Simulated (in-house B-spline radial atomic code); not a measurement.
**PBE hybrid excitations of Li II (Li+)**

Method: PBE hybrid with 0.9 exact exchange. Computed with an all-electron radial atomic-structure program (B-spline basis): linear response of the closed shell 1s2 with the functional's adiabatic kernel; non-relativistic, point nucleus, no spin-orbit coupling, no double excitations, S, P, D and F terms only.

Command:
```bash
python run_td.py task.json out
```
Settings (radii: box in bohr, nucleus in fm):
```
Z                        3
electrons                2
configuration            1s2
hamiltonian              nr
method                   pbeh
box_radius               41.61
exact_exchange_fraction  0.9
intervals                48
```

Run time, properties included: 0.1 s on 1 thread of Arm Neoverse N1 (shared host).

The lowest states, in the order of their Tamm-Dancoff energies; the method's threshold (minus the highest occupied level) is 75.19 eV. Labels give the largest channel, * marks a mixed state, and oscillator strengths are full-response dipole values. Measured ¹D terms are left out, since they can mix with doubly excited terms. Semilocal kernels can invert the small singlet-triplet splittings of Rydberg terms. Energies in eV:

```json
{"state": "1s → 2s 3S", "full response": "59.11", "Tamm-Dancoff": "59.19", "oscillator strength": "-", "measured (J-weighted term)": "59.021"}
{"state": "1s → 2s 1S", "full response": "61.45", "Tamm-Dancoff": "61.49", "oscillator strength": "-", "measured (J-weighted term)": "-"}
{"state": "1s → 2p 3P", "full response": "61.55", "Tamm-Dancoff": "61.58", "oscillator strength": "-", "measured (J-weighted term)": "61.281"}
{"state": "1s → 2p 1P", "full response": "62.72", "Tamm-Dancoff": "62.73", "oscillator strength": "0.439", "measured (J-weighted term)": "62.216"}
{"state": "1s → 3s 3S", "full response": "68.77", "Tamm-Dancoff": "68.79", "oscillator strength": "-", "measured (J-weighted term)": "68.781"}
{"state": "1s → 3s 1S", "full response": "69.33", "Tamm-Dancoff": "69.34", "oscillator strength": "-", "measured (J-weighted term)": "69.279"}
{"state": "1s → 3p 3P", "full response": "69.38", "Tamm-Dancoff": "69.38", "oscillator strength": "-", "measured (J-weighted term)": "69.369"}
{"state": "1s → 3d 3D", "full response": "?", "Tamm-Dancoff": "?", "oscillator strength": "-", "measured (J-weighted term)": "-"}
{"state": "1s → 3p 1P", "full response": "?", "Tamm-Dancoff": "?", "oscillator strength": "?", "measured (J-weighted term)": "?"}
{"state": "1s → 3d 1D", "full response": "69.70", "Tamm-Dancoff": "69.70", "oscillator strength": "-", "measured (J-weighted term)": "-"}
```

Problem. Where does 1s → 3p 1P lie?

Solution. At 69.70 eV in full response, 69.70 eV in Tamm-Dancoff, oscillator strength 0.105; measured 69.648 eV.

Problem. Where does 1s → 3d 3D lie?

Solution. At 69.69 eV in full response, 69.69 eV in Tamm-Dancoff.

Problem. How large is the singlet-triplet splitting of 1s → 2s (S terms) in Tamm-Dancoff?

Solution. 2.31 eV, from the unrounded values.

Problem. What polarisabilities and dispersion coefficient does the method give?

Solution. Dipole 0.1898 bohr³, quadrupole 0.1115 bohr⁵, C6 0.07687 hartree·bohr⁶ for two such species.
